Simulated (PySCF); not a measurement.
**A series of related molecules**

Method: PySCF 2.14.0, TDDFT CAM-B3LYP/def2-SVPD circular dichroism and optical rotation, one conformer, gas phase. Geometry: GFN2-xTB.

Each molecule in one low-energy conformer. The parent is C[C@@H]1C[C@](F)(C#N)[Se]1.

The calculation is non-relativistic, which matters for the atoms heavier than Zn.

Question: How does the specific rotation at 589.3 nm (origin-invariant length gauge) change along this series?
- C[C@@H]1C[C@](F)(C#N)[Se]1 (base)
- C[C@H]1C[C@](F)(C#N)[Se]1 (diastereomer)

Answer: 
| molecule | [α]589 (deg dm⁻¹ (g/mL)⁻¹) | S1 (eV) | R(S1), velocity form (10⁻⁴⁰ esu² cm²) |
| --- | --- | --- | --- |
| C[C@@H]1C[C@](F)(C#N)[Se]1 | +129.7 | 3.56 | +9.7 |
| C[C@H]1C[C@](F)(C#N)[Se]1 | -218.9 | 3.54 | +5.7 |

The specific rotation at 589.3 nm (origin-invariant length gauge) is lowest for C[C@H]1C[C@](F)(C#N)[Se]1 and highest for C[C@@H]1C[C@](F)(C#N)[Se]1.
